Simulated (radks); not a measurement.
Values are calculated unless marked as measured or tabulated.
Ionisation of the cobalt ion Co3+, [Ar] 3d6, to [Ar] 3d5 as the strength of local exchange is varied. Level of theory: scalar-relativistic Kohn-Sham, Slater X-alpha exchange (alpha = 2/3 is LDA exchange), no correlation, spin-polarised, spherical densities, finite nucleus; open shells are filled with parallel spins first; Fermi nuclear charge, rms radius 3.7875 fm (a radial shooting solver on a logarithmic mesh with Libxc functionals).

alpha = 0.565: E(Co3+) (hartree) -1378.28888; exchange (hartree) -45.36737; IE (eV) 47.999; -e of the level emptied (eV) 38.677 (3d); <r> of it (bohr) 0.9831
alpha = 0.667: E(Co3+) (hartree) -1386.50839; exchange (hartree) -53.86681; IE (eV) 50.202; -e of the level emptied (eV) 40.741 (3d); <r> of it (bohr) 0.9635
alpha = 0.75: E(Co3+) (hartree) -1393.23170; exchange (hartree) -60.85205; IE (eV) 52.055; -e of the level emptied (eV) 42.486 (3d); <r> of it (bohr) 0.9483
alpha = 0.87: E(Co3+) (hartree) -1403.00732; exchange (hartree) -71.06024; IE (eV) 54.828; -e of the level emptied (eV) 45.114 (3d); <r> of it (bohr) 0.9275
alpha = 0.917: E(Co3+) (hartree) -1406.85384; exchange (hartree) -75.09347; IE (eV) 55.944; -e of the level emptied (eV) 46.176 (3d); <r> of it (bohr) 0.9198

NIST Atomic Spectra Database: 51.3 eV (semi-empirical). The Delta-SCF value meets it near alpha = 0.71. Open shells are spherical and high-spin; term and fine-structure splittings are not resolved.
